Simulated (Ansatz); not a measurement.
BH2 (SMILES [BH2]) moved off its minimum; all values from Ansatz (an electronic-structure program), cores frozen in correlated methods. Open shells are unrestricted.
(charge 0, multiplicity 2)
```xyz
3

B      0.0049     0.1468    -0.0070
H     -1.0746    -0.2871     0.0599
H      1.0704    -0.3730    -0.1037
```

Q: Give the forces (eV/Å), the total energy and the dipole at CCSD(T)/aug-cc-pVTZ.

A: 
```json
[
 {"atom": "B1", "Fx": "0.586", "Fy": "0.380", "Fz": "-0.032"},
 {"atom": "H2", "Fx": "-0.503", "Fy": "-0.310", "Fz": "0.028"},
 {"atom": "H3", "Fx": "-0.082", "Fy": "-0.069", "Fz": "0.004"}
]
```
Energy -25.8638 hartree, dipole 0.51 D.
